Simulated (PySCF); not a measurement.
Ba⁺ (barium, charge +1) across methods

[Xe] 6p1, 2P determinant (an excited configuration). Calculation: PySCF 2.14, in aug-cc-pVQZ-X2C; scalar relativity by spin-free X2C-1e.

```
method  E (hartree)  mean ε 5p α (eV)  mean ε 5p β (eV)  mean ε 6p α (eV)  Σ⟨r²⟩ (bohr²)   ⟨S²⟩
r2SCAN     -8134.46           -26.073           -26.060            -5.913          76.42  0.750
   UHF  -8131.38962           -30.977           -30.889            -6.998          79.79  0.750
   LDA     -8127.42           -25.799           -25.748            -5.927          75.81  0.750
 B3LYP     -8134.56           -26.849           -26.812            -6.206          76.35  0.750
  PBE0     -8134.12           -27.248           -27.188            -6.320          76.51  0.750
revPBE     -8134.33           -25.575           -25.532            -5.973          76.15  0.750
   PBE     -8134.04           -25.604           -25.552            -5.970          76.03  0.750
```

Spin-orbit coupling, absent here, splits the open shell strongly.
